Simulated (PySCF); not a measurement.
**Copper: a sound run and one with changed settings**

Sound run: Cu⁺ [Ar] 3d10, Cu²⁺ [Ar] 3d9. Computed with PySCF 2.14 in cc-pVDZ-DK (6s5p3d1f, 43 functions), with scalar relativity by spin-free X2C-1e. In the sound run the correlated levels freeze [Ar]. The sound run starts from symmetry-adapted Hartree-Fock orbitals and uses a fine grid where one is needed.

Changed run: basis STO-3G, all-electron and non-relativistic. This setting is unsound on purpose.

| species | method | sound run (hartree) | changed run (hartree) | converged |
| --- | --- | --- | --- | --- |
| Cu⁺ | UHF | -1652.90646 | -1618.43525 | yes |
| Cu⁺ | B3LYP | -1654.52081 | -1619.53370 | yes |
| Cu⁺ | LDA | -1651.58966 | -1616.54973 | yes |
| Cu⁺ | MP2 | -1653.32018 | -1618.43406 | yes |
| Cu²⁺ | UHF | -1652.27520 | -1619.11464 | yes |
| Cu²⁺ | B3LYP | -1653.76761 | -1620.14525 | yes |
| Cu²⁺ | LDA | -1650.80284 | -1617.14196 | yes |
| Cu²⁺ | MP2 | -1652.56500 | -1619.11687 | yes |

Ionisation energy of Cu⁺:

```json
{"method": "UHF", "sound run (eV)": "17.177", "changed run (eV)": "-18.487"}
{"method": "B3LYP", "sound run (eV)": "20.496", "changed run (eV)": "-16.641"}
{"method": "LDA", "sound run (eV)": "21.411", "changed run (eV)": "-16.115"}
{"method": "MP2", "sound run (eV)": "20.550", "changed run (eV)": "-18.580"}
{"method": "SCS-MP2", "sound run (eV)": "20.112", "changed run (eV)": "-18.578"}
```

A minimal basis cannot let orbitals breathe on ionisation and holds almost no correlation. The Hamiltonian changed with the basis, so the totals do not compare. A negative ionisation energy or a positive MP2 energy shows that the occupation asked for is not the lowest one in this basis.

For comparison, NIST gives 20.292 eV between the lowest levels.
